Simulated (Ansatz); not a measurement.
Computed with Ansatz on PBE0-D4/def2-TZVP structures; ΔE is electronic, products minus reactants. CCSD(T)/CBS is the MP2 limit (def2-TZVPP, def2-QZVPP) plus CCSD(T) − MP2 in def2-TZVPP, frozen cores. Functionals use def2-TZVPP. HSE06 is defined as in plane-wave codes. Elements past krypton have def2 core potentials. For Ge, In outer-core shells are correlated without core-valence functions, which leaves a few kJ/mol of doubt a bond. Scalar relativity is left out up to krypton. One conformer a species, not always the lowest.

Reaction (ligand exchange at a Ge–S bond): `CS[S][GeH3]` + `C[NH][InH2]` → `C[N]([GeH3])[InH2]` + `CSS`

Task: Is it downhill or uphill in electronic energy at CCSD(T)/CBS, and by how much? (Best estimate.)

Result: Computed: Uphill: ΔE = +8.3 kcal/mol.

Task: What do these levels give: B97M-V, ωB97X-V, revPBE, r2SCANh, HSE06, BHLYP? (Best estimate.)

Result: Ansatz gave: B97M-V 9.8, ωB97X-V 9.3, revPBE 11.9, r2SCANh 10.6, HSE06 11.3, BHLYP 10.2 kcal/mol.

Largest T1 diagnostic among the species: 0.016.

In def2-TZVPP, CCSD(T) changes the Hartree–Fock value by −1.9 kcal/mol (the triples alone add −0.1 kcal/mol) and MP2 by −1.9 kcal/mol. Leaving LDA and LC-ωPBE aside and taking each functional with its dispersion term where it has one, the values, not all of them listed here, spread over 2.1 kcal/mol, from ωB97X-V to PBE-D4. LDA lies −1.0 kcal/mol from PBE without D4. At CCSD(T), def2-SVP lies −1.1 kcal/mol from the extrapolated value and def2-TZVPP −0.6 kcal/mol.
